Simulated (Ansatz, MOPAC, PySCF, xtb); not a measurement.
Torsion H3–P1–P2–H5 in H4P2 (SMILES PP); at each angle all else is relaxed with GFN2-xTB, and the levels are single points there.
Geometry at 20° (charge 0, multiplicity 1):
| atom | x (Å) | y (Å) | z (Å) |
|---|---|---|---|
| P | -1.0492 | -0.2949 | -0.6029 |
| P | 1.0983 | -0.1913 | -0.3556 |
| H | -1.3524 | 1.0367 | -0.3244 |
| H | -1.2741 | -0.6906 | 0.7132 |
| H | 1.1611 | 0.9745 | 0.4057 |
| H | 1.2954 | 0.4989 | -1.5489 |

On the grid 0° to 180°, 100° is the highest and 20° the lowest point at CCSD(T)/CBS(cc-pV(T+d)Z, cc-pV(Q+d)Z).

Correlated levels freeze the cores. CBS: X⁻³ extrapolation of the correlation energy, Hartree–Fock from the larger set. Rows in 3-21G, STO-3G carry no dispersion term and start afresh at each structure. The state that PM3 reach isn't checked.

Programs: Ansatz (Gaussian orbitals); MOPAC for PM3 (differences of heats of formation); PySCF for 3-21G rows, STO-3G rows; xtb for the GFN methods. Each number belongs to the level named beside it.

```tsv
level	energy at 100° less that at 20° (meV)
PM3	88.0
GFN1-xTB	135.8
HF/STO-3G	150.2
HF/cc-pV(D+d)Z	193.2
SVWN5/def2-TZVPP	186.8
B3LYP/3-21G	(withheld)
MP2/cc-pV(D+d)Z	197.0
CCSD(T)/cc-pV(Q+d)Z	181.0
CCSD(T)/CBS(cc-pV(T+d)Z, cc-pV(Q+d)Z)	182.7
```

Task: What belongs in the gaps?

Result: 
- B3LYP/3-21G, energy at 100° less that at 20° (meV): 128.0

Ansatz is a first-principles code.
